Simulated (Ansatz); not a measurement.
Reaction (formal exchange of groups at the Si–O bond): `C[SiH2]O` + `OB[NH][AlH2]` → `C[SiH2]B[NH][AlH2]` + hydrogen peroxide

Computed with Ansatz on PBE0-D4/def2-TZVP structures; ΔE is electronic, products minus reactants. CBS: MP2 limit from def2 TZ/QZ plus the TZ coupled-cluster correction, frozen cores. This one scheme is used for every species. DFT in def2-TZVPP. B3LYP here is the variant with VWN-RPA as its local correlation; programs differ in this. Each species was taken in one conformer, which may not be the lowest.

`C[SiH2]O`:

```xyz
9

C     0.815   -0.844    0.016
Si   -0.646    0.268   -0.300
O    -0.930    1.315    0.945
H     0.939   -1.550   -0.810
H     0.677   -1.418    0.936
H     1.742   -0.271    0.106
H    -1.892   -0.529   -0.422
H    -0.415    1.019   -1.569
H    -0.289    2.009    1.098
```

`OB[NH][AlH2]`:

Z-matrix (Å, degrees):
```
B
N 1 1.428
O 1 1.364 2 123.1
H 1 1.199 2 120.7 3 -180.0
Al 2 1.788 1 128.4 3 -0.0
H 2 1.010 1 113.2 3 180.0
H 3 0.963 1 114.3 2 0.0
H 5 1.578 2 120.2 1 180.0
H 5 1.587 2 115.5 1 -0.0
```

`C[SiH2]B[NH][AlH2]`:

```xyz
14

C     0.116   -1.458   -1.439
Si    0.251   -1.451    0.437
B     0.101    0.239    1.539
N    -0.134    1.572    1.152
Al   -0.411    2.337   -0.458
H    -0.856   -1.091   -1.774
H     0.884   -0.832   -1.899
H     0.241   -2.478   -1.812
H     1.566   -2.058    0.814
H    -0.787   -2.380    0.985
H     0.243    0.025    2.719
H    -0.156    2.218    1.934
H    -0.413    1.455   -1.762
H    -0.645    3.902   -0.438
```

`OO`:

```xyz
4

O     0.645   -0.276    0.290
O    -0.236    0.513   -0.506
H     0.370   -1.167    0.042
H    -0.779    0.929    0.175
```

```
             level  ΔE (kcal/mol)  difference from CCSD(T)/CBS
         r2SCAN-D4          137.8                         -2.3
           PBE0-D4          134.3                         -5.8
          B3LYP-D4          136.2                         -3.9
           ωB97X-V          136.0                         -4.1
           ωB97M-V          138.8                         -1.3
            B2PLYP          140.8                          0.7
               PBE          129.9                        -10.2
            r2SCAN          138.2                         -1.9
              PBE0          135.3                         -4.8
     HF/def2-TZVPP          149.5                          9.4
SCS-MP2/def2-TZVPP          142.6                          2.5
   CCSD/def2-TZVPP          140.2                          0.1
CCSD(T)/def2-TZVPP          138.4                         -1.7
    MP2/def2-QZVPP          146.4                          6.3
SCS-MP2/def2-QZVPP          144.0                          3.9
    CCSD/CBS(def2)          141.9                          1.8
       CCSD(T)/CBS          140.1                            0
```

Largest T1 diagnostic among the species: 0.012.

The D4 term adds −1.6 kcal/mol with B3LYP and −1.0 kcal/mol with PBE0; it sums over pairs of atoms, weighted by their polarisabilities, and B3LYP, whose exchange is more repulsive, gets the larger term. From PBE to PBE0 (25 % exact exchange), in def2-TZVPP and without D4, ΔE moves by +5.4 kcal/mol.
